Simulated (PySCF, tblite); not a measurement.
Isomers of C2H8F2SSi2, one GFN2-xTB conformer each. Single-point energies are computed at PBE0/pcSseg-1 (PySCF, gas phase, no added dispersion term), electronic only.

Question: Rank them by PBE0/pcSseg-1 energy, lowest first (kJ/mol).
A. `[F:1][C@@H:2]([CH2:3][SiH3:4])[Si@@H:5]([F:6])[SH:7]` with F1–C2–C3–Si4 52°, F1–C2–Si5–F6 86°, C2–Si5–S7–H -153°
B. `[CH3:1][S:2][CH:3]([SiH2:4][F:5])[SiH2:6][F:7]` with C1–S2–C3–Si4 82°, S2–C3–Si4–F5 -66°, S2–C3–Si6–F7 -175°
C. `[F:1][CH:2]([F:3])[CH2:4][S:5][SiH2:6][SiH3:7]` with F1–C2–C4–S5 -79°, C2–C4–S5–Si6 78°, C4–S5–Si6–Si7 160°

Answer: B (0.0), A (96.1), C (256.1).

As drawn, the lowest has an Si–F bond and an Si–C bond, which the highest lacks; the highest has two fluorines on one carbon and an Si–Si bond, which the lowest lacks. GFN2-xTB itself gives, in the same order: 0.0, 105.0, 266.2. Both levels put the same isomer lowest; measured from each level's own lowest isomer, the values differ by up to 10.1 kJ/mol (FC(F)CS[SiH2][SiH3]: 266.2 against 256.1).

Question: Which frontier levels, dipoles and rotational constants go with these structures?

Answer: 
```
                     SMILES  HOMO (eV, PBE0/pcSseg-1)  LUMO (eV)  dipole (D)       A, B, C (MHz)
        CSC([SiH2]F)[SiH2]F                     -6.65      -0.42        1.22   1709, 1037, 702.7
F[C@@H](C[SiH3])[Si@@H](F)S                     -7.90      -0.22        1.14  1848, 976.4, 720.8
        FC(F)CS[SiH2][SiH3]                     -7.20      -0.60        1.27  3915, 578.3, 523.5
```

Question: What happens when harmonic zero-point energies from GFN2-xTB frequencies are added?

Answer: 
```
                     SMILES  ZPE (kJ/mol)  electronic (kJ/mol)  with ZPE (kJ/mol)
        CSC([SiH2]F)[SiH2]F         244.3                  0.0                0.0
F[C@@H](C[SiH3])[Si@@H](F)S         238.6                 96.1               90.4
        FC(F)CS[SiH2][SiH3]         238.5                256.1              250.3
```

The zero-point energies span 5.8 kJ/mol. The order is unchanged.
